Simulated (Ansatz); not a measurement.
Frontier orbitals of C$_{2}$H$_{6}$BF$_{3}$S (`C[S+](C)[B-](F)(F)F`).

```xyz
13

C    -0.332    1.370    0.842
S     0.791    0.022    0.482
C     0.999    0.204   -1.288
B    -0.594   -1.624    0.518
F     0.168   -2.643    0.058
F    -0.941   -1.671    1.825
F    -1.578   -1.212   -0.325
H    -0.610    1.275    1.892
H    -1.223    1.285    0.220
H     0.169    2.324    0.682
H     1.588   -0.649   -1.624
H     0.026    0.191   -1.777
H     1.536    1.127   -1.505
```

The species carries charge 0 and has multiplicity 1. The geometry is a stationary point of PBE0-D4/def2-TZVP. It is one conformer, not always the lowest. Basis def2-TZVPP, Ansatz.

Orbital energies of one run (eV). Highest occupied ones, from the top: -10.56, -12.36, -13.16, -13.66, -13.84, -13.87, -14.35, -14.38, -15.07, -15.36, -15.58, -16.15, -17.00, -17.05. Empty: 2.35, 2.63, 3.20, 3.97, 4.17, 4.47.

Problem. Which functional gave them?
A. B97M-V
B. r2SCAN
C. ωB97X-V
D. B3LYP

Solution. C. HOMO energies: ωB97X-V -10.56, B97M-V -7.27, r2SCAN -7.16, B3LYP -8.00 eV.

B3LYP here is the variant with VWN-RPA as its local correlation; programs differ in this.
